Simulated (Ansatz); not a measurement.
Computed with Ansatz on PBE0-D4/def2-TZVP structures; ΔE is electronic, products minus reactants. CCSD(T)/CBS adds triple-zeta CCSD(T) − MP2 to the extrapolated MP2 energy (def2 sets, frozen cores). This one scheme is used for every species. DFT in def2-TZVPP. B3LYP here is the variant with VWN-RPA as its local correlation; programs differ in this. Each species was taken in one conformer, which may not be the lowest.

`C=C[SiH](O)O[SiH2]O` + CH₄ → `C=C[SiH](C)O` + `O[SiH2]O`  (formal exchange of groups at the Si–O bond)

`C=C[SiH](O)O[SiH2]O`:

Cartesian coordinates in Å:
```
C 0.043 -2.418 0.333
C 1.115 -1.636 0.237
Si 1.070 0.029 -0.556
O 1.652 1.103 0.555
O -0.467 0.400 -0.962
Si -1.733 1.226 -0.329
O -1.219 2.442 0.642
H 0.079 -3.398 0.800
H -0.923 -2.106 -0.054
H 2.060 -2.000 0.640
H 1.894 0.112 -1.788
H 2.030 1.914 0.211
H -2.571 0.253 0.419
H -2.498 1.861 -1.422
H -0.532 2.217 1.274
```

CH₄:

Z-matrix (Å, degrees):
```
C
H 1 1.090
H 1 1.090 2 109.5
H 1 1.090 2 109.5 3 -120.0
H 1 1.090 2 109.5 3 120.0
```

`C=C[SiH](C)O`:

```xyz
13

C     1.112   -0.181    1.958
C     0.486    0.587    1.069
Si   -0.776   -0.068   -0.133
C    -0.380    0.546   -1.849
O    -0.836   -1.718   -0.059
H     1.854    0.210    2.648
H     0.897   -1.244    2.037
H     0.737    1.647    1.046
H    -2.140    0.375    0.257
H    -0.393    1.640   -1.876
H    -1.114    0.183   -2.573
H     0.612    0.220   -2.171
H    -0.060   -2.196   -0.354
```

`O[SiH2]O`:

```xyz
7

O     0.647   -0.343    1.252
Si   -0.390    0.166    0.086
O     0.195   -0.016   -1.437
H     0.848   -1.279    1.292
H    -1.638   -0.632    0.084
H    -0.619    1.593    0.412
H     0.955    0.511   -1.688
```

```json
{"level": "B2PLYP", "ΔE (kcal/mol)": "32.6"}
{"level": "PBE", "ΔE (kcal/mol)": "28.3"}
{"level": "B3LYP", "ΔE (kcal/mol)": "31.7"}
{"level": "SCS-MP2/def2-TZVPP", "ΔE (kcal/mol)": "33.3"}
{"level": "CCSD/def2-TZVPP", "ΔE (kcal/mol)": "33.0"}
{"level": "HF/def2-QZVPP", "ΔE (kcal/mol)": "35.9"}
{"level": "HF/CBS(def2)", "ΔE (kcal/mol)": "35.9"}
{"level": "CCSD/CBS(def2)", "ΔE (kcal/mol)": "32.9"}
```

(1) What does CCSD(T)/CBS give? (Estimate.)

Largest T1 diagnostic among the species: 0.012.

Results:

(1) Ansatz gave: +32.6 kcal/mol. The listed levels differ from it by 0.0, -4.3, -0.9, 0.7, 0.4, 3.3, 3.3, 0.3 kcal/mol.

In def2-TZVPP, CCSD(T) changes the Hartree–Fock value by −2.9 kcal/mol (the triples alone add −0.3 kcal/mol) and MP2 by −2.8 kcal/mol. From PBE to PBE0 (25 % exact exchange), in def2-TZVPP and without D4, ΔE moves by +1.4 kcal/mol.
